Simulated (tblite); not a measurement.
Species: C₃H₁₄BNSi₂.
SMILES with atom numbers: `[CH3:1][CH2:2][SiH2:3][B:4]([CH3:5])[NH:6][SiH3:7]` (hydrogens: H8, H9, H10 on C1; H11, H12 on C2; H13, H14 on Si3; H15, H16, H17 on C5; H18 on N6; H19, H20, H21 on Si7)

Structure used (GFN2-xTB), in Å, numbered top down from 1:
```
atom  x, y, z in Å
C1    -1.9121    0.8278    1.3026
C2    -2.2269   -0.0237    0.0792
Si3   -0.7709   -0.1035   -1.1681
B4     0.8589   -0.7776   -0.2974
C5     1.1167   -2.3480   -0.2710
N6     1.8075    0.0464    0.3241
Si7    1.9759    1.7651    0.5698
H8    -1.0515    0.4301    1.8385
H9    -1.6822    1.8497    1.0083
H10   -2.7568    0.8575    1.9912
H11   -3.1164    0.3719   -0.4122
H12   -2.4807   -1.0341    0.4061
H13   -0.7161    1.2335   -1.8004
H14   -1.2709   -0.9695   -2.2604
H15    2.0012   -2.6466    0.2939
H16    0.2649   -2.8818    0.1504
H17    1.2346   -2.7329   -1.2843
H18    2.5881   -0.4541    0.7359
H19    2.0327    1.9885    2.0202
H20    0.8470    2.4531   -0.0388
H21    3.2483    2.1652   -0.0431
```

Computed values, GFN2-xTB/tblite, gas phase, harmonic and unscaled. The method is semi-empirical: single wavenumbers can be off by several per cent or more. Modes of hydrogen on silicon can be 10 to 20 % off. One conformer, not necessarily the lowest. The optimisation stopped once no atom felt more than 0.01 eV/Å.

Lowest wavenumbers of the output (negative numbers stand for imaginary wavenumbers):
```
mode    cm-1
  1     -26.3
  2      37.0
  3      70.0
  4      83.1
  5      93.8
  6     127.3
  7     149.4
  8     223.2
  9     233.5
 10     262.6
```

Question: Is this structure a minimum?

Answer: Not by this Hessian. 1 mode is imaginary beyond 20i (26i cm⁻¹), so at this level the point lies at or near a first-order saddle. The curvature is small, so loose convergence or finite differences may be the whole cause.

Question: Which atoms move in the imaginary mode?

Answer: 26i: H19 (Si–H hydrogen) 23 %, H21 (Si–H hydrogen) 18 %, C1 (methyl carbon) 13 %, H20 (Si–H hydrogen) 13 %. These are shares of the mass-weighted motion.

Question: What is the remedy?

Answer: Step along that mode in both directions, optimise again with tighter thresholds and repeat the frequencies. The zero-point energy of this point (101.8 kcal/mol) counts the 56 real modes alone, and thermal corrections from it aren't those of a minimum.

On one thread, Intel Xeon Platinum 8488C (x86_64), shared host with 96 logical CPUs at a one-minute load of 50, this took 1.7 s. The figure is for the frequency step alone.
